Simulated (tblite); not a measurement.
Parent: `[Cl:1][CH2:2][SiH2:3][C:4]1=[CH:5][CH2:6]1` with Cl1–C2–Si3–C4 -64°, C2–Si3–C4–C5 121°, C4H7ClSi.

The geometries are computed with GFN2-xTB (gas phase). One conformer each, not checked by frequencies here.

```json
{"coordinate of the parent": "Cl1–C2", "value": "1.788 Å"}
{"coordinate of the parent": "C2–Si3", "value": "1.915 Å"}
{"coordinate of the parent": "Si3–C4", "value": "1.852 Å"}
{"coordinate of the parent": "C4=C5", "value": "1.306 Å"}
{"coordinate of the parent": "C5–C6", "value": "1.487 Å"}
{"coordinate of the parent": "C4–C6", "value": "1.521 Å"}
{"coordinate of the parent": "Cl1–C2–Si3", "value": "109.6°"}
{"coordinate of the parent": "C2–Si3–C4", "value": "106.7°"}
{"coordinate of the parent": "Si3–C4–C5", "value": "153.8°"}
{"coordinate of the parent": "Si3–C4–C6", "value": "143.3°"}
{"coordinate of the parent": "C5–C4–C6", "value": "62.9°"}
{"coordinate of the parent": "C4–C5–C6", "value": "65.6°"}
{"coordinate of the parent": "C4–C6–C5", "value": "51.5°"}
```

Task: How does the shared frame change in `[OH:1][CH2:2][C@@H:3]1[CH:4]=[C:5]1[SiH2:6][CH2:7][Cl:8]` with H–O1–C2–C3 -53°, O1–C2–C3–C4 52°, C4–C5–Si6–C7 15°, C5–Si6–C7–Cl8 -60°, C5H9ClOSi? Atoms pair as Cl1 = Cl8, C2 = C7, Si3 = Si6, C4 = C5, C5 = C3, C6 = C4 (parent first).

Result: 
```json
{"parent": "Cl1–C2", "relative": "Cl8–C7", "value in the relative": "1.785 Å", "change": "-0.003"}
{"parent": "C2–Si3", "relative": "C7–Si6", "value in the relative": "1.916 Å", "change": "+0.001"}
{"parent": "Si3–C4", "relative": "Si6–C5", "value in the relative": "1.853 Å", "change": "+0.001"}
{"parent": "C4=C5", "relative": "C5–C3", "value in the relative": "1.516 Å", "change": "+0.210"}
{"parent": "C5–C6", "relative": "C3–C4", "value in the relative": "1.485 Å", "change": "-0.002"}
{"parent": "C4–C6", "relative": "C5=C4", "value in the relative": "1.311 Å", "change": "-0.210"}
{"parent": "Cl1–C2–Si3", "relative": "Cl8–C7–Si6", "value in the relative": "108.8°", "change": "-0.8"}
{"parent": "C2–Si3–C4", "relative": "C7–Si6–C5", "value in the relative": "105.7°", "change": "-1.0"}
{"parent": "Si3–C4–C5", "relative": "Si6–C5–C3", "value in the relative": "143.4°", "change": "-10.4"}
{"parent": "Si3–C4–C6", "relative": "Si6–C5–C4", "value in the relative": "152.4°", "change": "+9.1"}
{"parent": "C5–C4–C6", "relative": "C3–C5–C4", "value in the relative": "62.9°", "change": "0.0"}
{"parent": "C4–C5–C6", "relative": "C5–C3–C4", "value in the relative": "51.8°", "change": "-13.8"}
{"parent": "C4–C6–C5", "relative": "C5–C4–C3", "value in the relative": "65.3°", "change": "+13.8"}
```

Of the parent's bonds, C4–C5 and C4–C6 change most and about equally (-0.210 to +0.210 Å). Bonds of the relative outside the shared frame: O1–C2 1.406, C2–C3 1.524 Å. Point group C1 → C1.

Task: How does the shared frame change in `[SiH3:1][CH2:2][C@@H:3]1[CH:4]=[C:5]1[SiH2:6][CH2:7][Cl:8]` with Si1–C2–C3–C4 150°, C4–C5–Si6–C7 -69°, C5–Si6–C7–Cl8 -59°, C5H11ClSi2? Atoms pair as Cl1 = Cl8, C2 = C7, Si3 = Si6, C4 = C5, C5 = C3, C6 = C4 (parent first).

Result: 
| parent | relative | value in the relative | change |
| --- | --- | --- | --- |
| Cl1–C2 | Cl8–C7 | 1.787 Å | -0.001 |
| C2–Si3 | C7–Si6 | 1.918 Å | +0.003 |
| Si3–C4 | Si6–C5 | 1.851 Å | -0.001 |
| C4=C5 | C5–C3 | 1.519 Å | +0.213 |
| C5–C6 | C3–C4 | 1.486 Å | -0.001 |
| C4–C6 | C5=C4 | 1.311 Å | -0.210 |
| Cl1–C2–Si3 | Cl8–C7–Si6 | 110.3° | +0.7 |
| C2–Si3–C4 | C7–Si6–C5 | 107.6° | +0.9 |
| Si3–C4–C5 | Si6–C5–C3 | 144.6° | -9.2 |
| Si3–C4–C6 | Si6–C5–C4 | 152.4° | +9.1 |
| C5–C4–C6 | C3–C5–C4 | 62.8° | -0.1 |
| C4–C5–C6 | C5–C3–C4 | 51.7° | -13.9 |
| C4–C6–C5 | C5–C4–C3 | 65.4° | +13.9 |

Of the parent's bonds, C4–C5 changes most (+0.213 Å). Bonds of the relative outside the shared frame: Si1–C2 1.903, C2–C3 1.512 Å. Point group C1 → C1.

Task: How does the shared frame change in `[F:1][CH2:2][C@H:3]1[CH:4]=[C:5]1[SiH2:6][CH2:7][Cl:8]` with F1–C2–C3–C4 -143°, C4–C5–Si6–C7 113°, C5–Si6–C7–Cl8 -66°, C5H8ClFSi? Atoms pair as Cl1 = Cl8, C2 = C7, Si3 = Si6, C4 = C5, C5 = C4, C6 = C3 (parent first).

Result: 
| parent | relative | value in the relative | change |
| --- | --- | --- | --- |
| Cl1–C2 | Cl8–C7 | 1.789 Å | +0.001 |
| C2–Si3 | C7–Si6 | 1.914 Å | -0.001 |
| Si3–C4 | Si6–C5 | 1.856 Å | +0.004 |
| C4=C5 | C5=C4 | 1.306 Å | 0.000 |
| C5–C6 | C4–C3 | 1.488 Å | +0.001 |
| C4–C6 | C5–C3 | 1.523 Å | +0.002 |
| Cl1–C2–Si3 | Cl8–C7–Si6 | 108.9° | -0.7 |
| C2–Si3–C4 | C7–Si6–C5 | 104.8° | -1.9 |
| Si3–C4–C5 | Si6–C5–C4 | 155.5° | +1.7 |
| Si3–C4–C6 | Si6–C5–C3 | 141.0° | -2.3 |
| C5–C4–C6 | C4–C5–C3 | 62.9° | 0.0 |
| C4–C5–C6 | C5–C4–C3 | 65.7° | +0.1 |
| C4–C6–C5 | C5–C3–C4 | 51.4° | -0.1 |

Of the parent's bonds, Si3–C4 changes most (+0.004 Å). Bonds of the relative outside the shared frame: F1–C2 1.383, C2–C3 1.508 Å. Point group C1 → C1.

Task: How does the shared frame change in `[CH3:1][O:2][CH2:3][C@@H:4]1[CH:5]=[C:6]1[SiH2:7][CH2:8][Cl:9]` with C1–O2–C3–C4 180°, O2–C3–C4–C5 131°, C5–C6–Si7–C8 -132°, C6–Si7–C8–Cl9 -173°, C6H11ClOSi? Atoms pair as Cl1 = Cl9, C2 = C8, Si3 = Si7, C4 = C6, C5 = C5, C6 = C4 (parent first).

Result: 
| parent | relative | value in the relative | change |
| --- | --- | --- | --- |
| Cl1–C2 | Cl9–C8 | 1.787 Å | -0.001 |
| C2–Si3 | C8–Si7 | 1.911 Å | -0.004 |
| Si3–C4 | Si7–C6 | 1.856 Å | +0.004 |
| C4=C5 | C6=C5 | 1.306 Å | 0.000 |
| C5–C6 | C5–C4 | 1.487 Å | 0.000 |
| C4–C6 | C6–C4 | 1.522 Å | +0.001 |
| Cl1–C2–Si3 | Cl9–C8–Si7 | 109.6° | 0.0 |
| C2–Si3–C4 | C8–Si7–C6 | 105.8° | -0.9 |
| Si3–C4–C5 | Si7–C6–C5 | 155.3° | +1.5 |
| Si3–C4–C6 | Si7–C6–C4 | 141.7° | -1.6 |
| C5–C4–C6 | C5–C6–C4 | 62.9° | 0.0 |
| C4–C5–C6 | C6–C5–C4 | 65.6° | 0.0 |
| C4–C6–C5 | C6–C4–C5 | 51.4° | -0.1 |

Of the parent's bonds, C2–Si3 and Si3–C4 change most and about equally (-0.004 to +0.004 Å). Bonds of the relative outside the shared frame: C1–O2 1.402, O2–C3 1.414, C3–C4 1.512 Å. Point group C1 → C1.

Task: How does the shared frame change in `[F:1][CH:2]([F:3])[C@H:4]1[CH:5]=[C:6]1[SiH2:7][CH2:8][Cl:9]` with F1–C2–C4–C5 96°, C5–C6–Si7–C8 120°, C6–Si7–C8–Cl9 -62°, C5H7ClF2Si? Atoms pair as Cl1 = Cl9, C2 = C8, Si3 = Si7, C4 = C6, C5 = C5, C6 = C4 (parent first).

Result: 
```json
{"parent": "Cl1–C2", "relative": "Cl9–C8", "value in the relative": "1.789 Å", "change": "+0.001"}
{"parent": "C2–Si3", "relative": "C8–Si7", "value in the relative": "1.913 Å", "change": "-0.002"}
{"parent": "Si3–C4", "relative": "Si7–C6", "value in the relative": "1.860 Å", "change": "+0.008"}
{"parent": "C4=C5", "relative": "C6=C5", "value in the relative": "1.305 Å", "change": "-0.001"}
{"parent": "C5–C6", "relative": "C5–C4", "value in the relative": "1.490 Å", "change": "+0.003"}
{"parent": "C4–C6", "relative": "C6–C4", "value in the relative": "1.520 Å", "change": "-0.001"}
{"parent": "Cl1–C2–Si3", "relative": "Cl9–C8–Si7", "value in the relative": "108.5°", "change": "-1.1"}
{"parent": "C2–Si3–C4", "relative": "C8–Si7–C6", "value in the relative": "104.3°", "change": "-2.4"}
{"parent": "Si3–C4–C5", "relative": "Si7–C6–C5", "value in the relative": "156.0°", "change": "+2.2"}
{"parent": "Si3–C4–C6", "relative": "Si7–C6–C4", "value in the relative": "140.5°", "change": "-2.8"}
{"parent": "C5–C4–C6", "relative": "C5–C6–C4", "value in the relative": "63.1°", "change": "+0.2"}
{"parent": "C4–C5–C6", "relative": "C6–C5–C4", "value in the relative": "65.5°", "change": "-0.1"}
{"parent": "C4–C6–C5", "relative": "C6–C4–C5", "value in the relative": "51.4°", "change": "-0.1"}
```

Of the parent's bonds, Si3–C4 changes most (+0.008 Å). Bonds of the relative outside the shared frame: F1–C2 1.360, C2–F3 1.363, C2–C4 1.505 Å. Point group C1 → C1.
